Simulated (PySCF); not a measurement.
Basis-set dependence of LiSn at r²SCAN

PySCF, UKS reference; quartet, unpaired electrons σ ↑, π ↑↑; De to Li + Sn without counterpoise correction.

```
                     basis                           relativity  functions  Re (Å)  ωe (cm⁻¹)  De (eV)  μ (D)
                  def2-SVP  scalar-relativistic core potentials         35   2.589        365     1.67  -6.09
                 def2-SVPD  scalar-relativistic core potentials         44   2.597        360     1.70  -5.76
aug-cc-pVDZ/aug-cc-pVDZ-PP  scalar-relativistic core potentials         55   2.604        358     1.67  -5.82
```

Question: How does each smaller set differ from the one with most functions, aug-cc-pVDZ/aug-cc-pVDZ-PP?

Answer: def2-SVP: -1.5 pm, +2.0 % in ωe, +0.00 eV in De; def2-SVPD: -0.7 pm, +0.6 % in ωe, +0.03 eV in De. All at r²SCAN; the set with most functions is neither the basis-set limit nor always the best.

A positive dipole means Li(−)Sn(+). These are scalar-relativistic numbers at best; spin–orbit coupling would shift them, the dissociation energy most. The state was picked by a PBE0 search and need not be the measured ground state.
